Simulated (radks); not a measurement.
Values are calculated unless marked as measured or tabulated.
Problem. These are the eigenvalues of the occupied orbitals of an atom or ion with whole-number occupations (eV). Level of theory: non-relativistic Kohn-Sham, PBE, spin-polarised, spherical densities, point nucleus (a radial shooting solver on a logarithmic mesh with Libxc functionals).

| orbital | eigenvalue |
|---|---|
| 1s up | -47084.45 |
| 1s down | -47084.44 |
| 2s up | -7503.258 |
| 2s down | -7503.129 |
| 2p up | -7138.797 |
| 2p down | -7138.716 |
| 3s up | -1661.394 |
| 3s down | -1658.062 |
| 3p up | -1499.106 |
| 3p down | -1496.069 |
| 3d up | -1196.623 |
| 3d down | -1194.423 |
| 4s up | -335.2442 |
| 4s down | -328.9151 |
| 4p up | -271.8166 |
| 4p down | -265.5052 |
| 4d up | -158.7762 |
| 4d down | -152.5043 |
| 5s up | -50.8268 |
| 5s down | -47.7520 |
| 5p up | -33.5090 |
| 5p down | -30.9033 |
| 4f up | -21.0966 |
| 5d up | -9.6497 |
| 6s up | -9.1243 |

Which element is it, and in what charge state? The configuration may be excited. Open shells, if any, are filled with parallel spins first.

Solution. Z = 64, gadolinium, charge +1: Gd+ in [Xe] 4f7 5d1 6s1. The list shows which subshells hold electrons but not how many an open one holds; the 1s level, -1730.3 hartree, gives Z - s = 58.8 by -(Z - s)^2/2, which with screening narrows Z to a few neighbours, and the depths of the outer levels then fix element, charge and occupations together.
